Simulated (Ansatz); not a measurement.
Stepwise reaction of `[F][Al]([Cl])[Cl]` with water, as a gas-phase model of exchange steps in deposition or etching. ΔE in kJ/mol; ΔG adds harmonic PBE0-D4 terms to CCSD(T)/CBS, at 1 bar.

Program: Ansatz. Geometries: PBE0-D4/def2-TZVP. ΔE: electronic, gas phase. CCSD(T)/CBS adds triple-zeta CCSD(T) − MP2 to the extrapolated MP2 energy (def2 sets, frozen cores). This one scheme is used for every species. DFT in def2-TZVPP. B3LYP here is the variant with VWN-RPA as its local correlation; programs differ in this. One conformer a species, not always the lowest.

```
step                                               reaction  PBE-D4  B3LYP-D4  ωB97M-V  CCSD(T)/CBS  ΔG(500 K)
   1  `[F][Al]([Cl])[Cl]` + H₂O → `[OH][Al]([F])[Cl]` + HCl    22.3      17.9     20.4         22.7       16.1
   2  `[OH][Al]([F])[Cl]` + H₂O → `[OH][Al]([OH])[F]` + HCl    26.4      22.1     24.6         26.9       25.6
```

Q: By hand: ΔE of the 2 steps together at CCSD(T)/CBS.

A: (22.7) + (26.9) = 49.6 kJ/mol, or 24.8 kJ/mol a step.

In ΔE the steps differ by no more than 4.2 kJ/mol. All are uphill at CCSD(T)/CBS. ΔG lies between 16.1 and 25.6 kJ/mol a step. PBE-D4 differs from CCSD(T)/CBS by -0.5 to -0.4 kJ/mol a step. Isolated molecules leave out the surface, adducts and barriers. Largest T1 diagnostic: 0.012.
